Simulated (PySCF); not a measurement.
From computed data to an observable: entropy of an ideal gas

SeCl3, SMILES [Se+](Cl)(Cl)Cl, charge +1.

Coordinates come from a PBE-D3(BJ)/def2-SVP optimisation. The spin state was assumed, not searched. The isomer is the one that the SMILES or the coordinates give; other isomers of the formula were not compared.

PySCF with PBE-D3(BJ)/def2-SVP gives the harmonic wavenumbers 143, 143, 185, 405, 405, 410 cm⁻¹ and the rotational temperatures 0.1014, 0.1014, 0.0605 K. The molar mass is 185.32 g/mol, the symmetry number 3, the spin multiplicity 1.

Q: Work out the entropy at 298.15 K and 1 atm in the rigid-rotor, harmonic-oscillator model.

A: 
Translation (Sackur–Tetrode at 1 atm): S = R[1.5 ln M + 2.5 ln T − 1.16487] = 173.9 J/(mol K).
Rotation: q = (√π/σ) T^1.5/√(θA θB θC) = 122000, S = R[ln q + 3/2] = 109.8 J/(mol K).
Vibration: with u = 1.4388 ν/T, each mode gives R[u/(e^u − 1) − ln(1 − e^−u)]:
```
ν (cm⁻¹)  modes     u  S (J/(mol K))
--------  -----  ----  -------------
143           2  0.69          23.12
185           1  0.89           9.53
405           2  1.95           7.90
410           1  1.98           3.88
```
These are all the modes. Sum 44.4 J/(mol K).
Spin: R ln 1 = 0.0 J/(mol K).
Total 328.2 J/(mol K); the program's own thermochemistry gives 328.2. Translation makes up 53 % and vibration 14 %. Anharmonicity, hindered rotation and orbital degeneracy are left out.
